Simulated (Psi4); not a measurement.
H$_{3}$S, charge +1, singlet, geometry from GFN2-xTB; Psi4 with MP2/cc-pVTZ.

Psi4 was given this input:
```
memory 2 GB

molecule mol {
1 1
S     0.105582   -0.001908    0.046136
H    -0.318222    0.997054   -0.765660
H    -0.350826   -0.980451   -0.772822
H    -1.020267    0.013923    0.800299
}

set {
  basis cc-pvtz
  reference rhf
  freeze_core true
}

energy('mp2')
print_variables()
```

Problem. Predict the main parts of the log of this Psi4 run.

Solution. 
```
    SCF Algorithm Type (re)set to DF.

   => Loading Basis Set <=

    Name: CC-PVTZ
    Role: ORBITAL
    Keyword: BASIS

         ---------------------------------------------------------
                                   SCF
               by Justin Turney, Rob Parrish, Andy Simmonett
                          and Daniel G. A. Smith
                              RHF Reference
         ---------------------------------------------------------

  ==> Geometry <==

    Molecular point group: c1
    Full point group: C1

    Geometry (in Angstrom), charge = 1, multiplicity = 1:

       Center              X                  Y                   Z               Mass
    ------------   -----------------  -----------------  -----------------  -----------------
         S            0.057771879779    -0.001043951626     0.025244651019    31.972071174400
         H           -0.366032120221     0.997918048374    -0.786551348981     1.007825032230
         H           -0.398636120221    -0.979586951626    -0.793713348981     1.007825032230
         H           -1.068077120221     0.014787048374     0.779407651019     1.007825032230

  Running in c1 symmetry.

  Rotational constants: A =      4.89693  B =      4.89693  C =      4.27614 [cm^-1]
  Rotational constants: A = 146806.25067  B = 146806.22495  C = 128195.59313 [MHz]
  Nuclear repulsion =   19.545774281678323

  Charge       = 1
  Multiplicity = 1
  Electrons    = 18
  Nalpha       = 9
  Nbeta        = 9

  ==> Algorithm <==

  SCF Algorithm Type is DF.
  DIIS enabled.
  MOM disabled.
  Fractional occupation disabled.
  Guess Type is SAD.
  Energy threshold   = 1.00e-08
  Density threshold  = 1.00e-08
  Integral threshold = 1.00e-12

  ==> Primary Basis <==

  Basis Set: CC-PVTZ
    Blend: CC-PVTZ
    Number of shells: 30
    Number of basis functions: 76
    Number of Cartesian functions: 84
    Spherical Harmonics?: true
    Max angular momentum: 3

   => Loading Basis Set <=

    Name: (CC-PVTZ AUX)
    Role: JKFIT
    Keyword: DF_BASIS_SCF

  ==> Integral Setup <==

  SCF_SUBTYPE=INCORE selected. In-core MEM_DF algorithm will be used.
  Using in-core AOs.

  ==> MemDFJK: Density-Fitted J/K Matrices <==

    J tasked:                   Yes
    K tasked:                   Yes
    wK tasked:                   No
    Algorithm:                 Core
    Schwarz Cutoff:           1E-12
    Mask sparsity (%):       0.0000
    Fitting Condition:        1E-10

   => Auxiliary Basis Set <=

  Basis Set: (CC-PVTZ AUX)
    Blend: CC-PVTZ-JKFIT
    Number of shells: 67
    Number of basis functions: 211
    Number of Cartesian functions: 250
    Spherical Harmonics?: true
    Max angular momentum: 4

  Minimum eigenvalue in the overlap matrix is 2.7240591285E-03.
  Reciprocal condition number of the overlap matrix is 5.1523746210E-04.
    Using symmetric orthogonalization.

  ==> Pre-Iterations <==

  SCF Guess: Superposition of Atomic Densities via on-the-fly atomic UHF (no occupation information).

   -------------------------
    Irrep   Nso     Nmo
   -------------------------
     A         76      76
   -------------------------
    Total      76      76
   -------------------------

  ==> Iterations <==

                           Total Energy        Delta E     RMS |[F,P]|

   @DF-RHF iter SAD:  -399.21319414467246   -3.99213e+02   0.00000e+00
   @DF-RHF iter   1:  -398.94770480207092    2.65489e-01   2.73327e-03 ADIIS/DIIS
   @DF-RHF iter   2:  -398.98888135981929   -4.11766e-02   7.82295e-04 ADIIS/DIIS
   @DF-RHF iter   3:  -398.99260107461282   -3.71971e-03   2.49881e-04 ADIIS/DIIS
   @DF-RHF iter   4:  -398.99313724323611   -5.36169e-04   6.26763e-05 DIIS
   @DF-RHF iter   5:  -398.99317138109524   -3.41379e-05   7.94858e-06 DIIS
   @DF-RHF iter   6:  -398.99317170685356   -3.25758e-07   2.33399e-06 DIIS
   @DF-RHF iter   7:  -398.99317173157175   -2.47182e-08   3.81375e-07 DIIS
   @DF-RHF iter   8:  -398.99317173264274   -1.07099e-09   6.35329e-08 DIIS
[...]
  Energy and wave function converged.

  ==> Post-Iterations <==

    Orbital Energies [Eh]
    ---------------------

    Doubly Occupied:

[...]
    Virtual:

[...]
      76A      6.412412

    Final Occupation by Irrep:
              A
    DOCC [     9 ]
    NA   [     9 ]
    NB   [     9 ]

  @DF-RHF Final Energy:  -398.99317173267343

   => Energetics <=

    Nuclear Repulsion Energy =             19.5457742816783231
    One-Electron Energy =                -583.8803127569696017
    Two-Electron Energy =                 165.3413667426178790
    Total Energy =                       -398.9931717326734315

Computation Completed

Properties will be evaluated at   0.000000,   0.000000,   0.000000 [a0]

Properties computed using the SCF density matrix

 Multipole Moments:

 ------------------------------------------------------------------------------------
     Multipole            Electronic (a.u.)      Nuclear  (a.u.)        Total (a.u.)
 ------------------------------------------------------------------------------------

 L = 1.  Multiply by 2.5417464519 to convert [e a0] to [Debye]
 Dipole X            :          1.0488756           -1.7166183           -0.6677427
 Dipole Y            :         -0.0189534            0.0310197            0.0120663
 Dipole Z            :          0.4583285           -0.7501129           -0.2917843
 Magnitude           :                                                    0.7288100

 ------------------------------------------------------------------------------------

  //>>>>>>>>>>>>>>>>>>>>>>>>>>>>>>>>>>>//
  //               DFMP2               //
  //<<<<<<<<<<<<<<<<<<<<<<<<<<<<<<<<<<<//

   => Loading Basis Set <=

    Name: (CC-PVTZ AUX)
    Role: RIFIT
    Keyword: DF_BASIS_MP2

	 --------------------------------------------------------
	                          DF-MP2
	      2nd-Order Density-Fitted Moller-Plesset Theory

	        Rob Parrish, Justin Turney, Andy Simmonett,
	           Ed Hohenstein, and C. David Sherrill
	 --------------------------------------------------------

   => Auxiliary Basis Set <=

  Basis Set: (CC-PVTZ AUX)
    Blend: CC-PVTZ-RI
    Number of shells: 62
    Number of basis functions: 212
    Number of Cartesian functions: 261
    Spherical Harmonics?: true
    Max angular momentum: 4

	 --------------------------------------------------------
	                 NBF =    76, NAUX =   212
	 --------------------------------------------------------
	   CLASS    FOCC     OCC    AOCC    AVIR     VIR    FVIR
	   PAIRS       5       9       4      67      67       0
	 --------------------------------------------------------

	-----------------------------------------------------------
	 ==================> DF-MP2 Energies <====================
	-----------------------------------------------------------
	 Reference Energy          =    -398.9931717326734315 [Eh]
	 Singles Energy            =      -0.0000000000000000 [Eh]
	 Same-Spin Energy          =      -0.0346786825204910 [Eh]
	 Opposite-Spin Energy      =      -0.1528418729169047 [Eh]
	 Correlation Energy        =      -0.1875205554373957 [Eh]
	 Total Energy              =    -399.1806922881108335 [Eh]
	-----------------------------------------------------------
	 ================> DF-SCS-MP2 Energies <==================
	-----------------------------------------------------------
	 SCS Same-Spin Scale       =       0.3333333333333333 [-]
	 SCS Opposite-Spin Scale   =       1.2000000000000000 [-]
	 SCS Same-Spin Energy      =      -0.0115595608401637 [Eh]
	 SCS Opposite-Spin Energy  =      -0.1834102475002857 [Eh]
	 SCS Correlation Energy    =      -0.1949698083404493 [Eh]
	 SCS Total Energy          =    -399.1881415410138629 [Eh]
	-----------------------------------------------------------

  Variable Map:
  ----------------------------------------------------------------------------
[...]
  Array Variable Map:
  ----------------------------------------------------------------------------
[...]
[...]
```
